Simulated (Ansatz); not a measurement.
C4H12BNO, singlet, at a GFN2-xTB geometry, with bond 10-9 at 1.4 times its length; Ansatz (a program for electronic structure) with CASSCF(2,2)/STO-3G.

The Ansatz input:
Ansatz 0.2 input:
```yaml
crystal:
  periodic: [false, false, false]
  atoms:
    - {symbol: B, position_ang: [-0.13193681, 0.24813617, -0.24018232]}
    - {symbol: C, position_ang: [0.74786906, -0.49689786, -1.35712093]}
    - {symbol: C, position_ang: [0.58530015, 0.09687807, -2.75685839]}
    - {symbol: H, position_ang: [0.48214668, -1.55649974, -1.40041151]}
    - {symbol: H, position_ang: [1.80693275, -0.45600397, -1.08825187]}
    - {symbol: H, position_ang: [0.87436690, 1.14422169, -2.75689928]}
    - {symbol: H, position_ang: [-0.45263908, 0.03702387, -3.07268206]}
    - {symbol: H, position_ang: [1.20137663, -0.43555730, -3.48020616]}
    - {symbol: O, position_ang: [-0.87012682, 1.30787226, -0.65898564]}
    - {symbol: H, position_ang: [-1.59499296, 1.94333425, 0.26949625]}
    - {symbol: N, position_ang: [-0.12577912, -0.19033430, 1.10402742]}
    - {symbol: C, position_ang: [0.66996626, -1.29307684, 1.59284001]}
    - {symbol: C, position_ang: [-0.89559870, 0.39839507, 2.17815093]}
    - {symbol: H, position_ang: [1.34839233, -0.95331308, 2.38341793]}
    - {symbol: H, position_ang: [0.02630758, -2.07468929, 2.01205259]}
    - {symbol: H, position_ang: [1.25810759, -1.71955525, 0.78840638]}
    - {symbol: H, position_ang: [-1.52422119, -0.36199173, 2.65508626]}
    - {symbol: H, position_ang: [-0.23238130, 0.81895853, 2.94328132]}
    - {symbol: H, position_ang: [-1.54456860, 1.19252298, 1.81452563]}
basis:
  gaussian:
    orbitals: STO-3G
hamiltonian:
  xc: hf
magnetization: {spin_polarized: false}
correlation: {active_space: {window: {electrons: 2, orbitals: 2}}}
```

What the program printed (banner, timings and long lists left out):

```
Functional definition: HF
659 factors; integrals over basis functions are off by at most 6.5e-5 eV
mean field evaluation 1: about -8393.8968 eV, gradient 2.8e1 eV
mean field evaluation 2: about -8394.3114 eV, gradient 2.8e1 eV
mean field evaluation 4: about -8397.2959 eV, gradient 2.4e0 eV
mean field evaluation 8: about -8397.3194 eV, gradient 1.5e-4 eV
mean field -8397.31940198 eV, -308.5957961153 hartree, gradient 3.0e-6 eV, S^2 0.000000; 0 other end points of the search recorded, 0 dependent functions left out
reference -8397.31940198 eV, -308.5957961153 hartree; 28, 28 occupied and 19, 19 virtual orbitals, 659 factors
state -8398.70076236 eV, -308.6465601728 hartree
Total energy: -8398.70076236 eV, -308.6465601728 hartree
```
